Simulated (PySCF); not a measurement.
Name the molecule from its bond curve

A diatomic of charge -1 contains P. Its triplet curve at PBE in a double-zeta basis (no relativity, PySCF), in eV from the separated fragments:

| R (Å) | E (eV) |
| --- | --- |
| 1.698 | -1.899 |
| 1.778 | -2.325 |
| 1.857 | -2.567 |
| 1.916 | -2.659 |
| 1.975 | -2.690 |
| 2.034 | -2.676 |
| 2.113 | -2.603 |
| 2.212 | -2.453 |
| 2.330 | -2.223 |
| 2.489 | -1.889 |

The fit gives ωe = 701 cm⁻¹ and the rotational constant Bₑ = 0.6136 cm⁻¹.

Question: Which atom is the partner?

Answer: The minimum lies at 1.984 Å, so the reduced mass is 16.8576 u Å² cm⁻¹/(Bₑ·Re²) = 6.980 u. With P at 30.97 u the partner weighs about 9.0 u: Be. The molecule is BeP⁻.

The highest Kohn–Sham level is positive in this anion. Much of that is self-interaction error, but it also means that the finite basis helps to hold the extra electron. The state is the lowest determinant that a PBE0 search found; another state may lie lower at other levels.
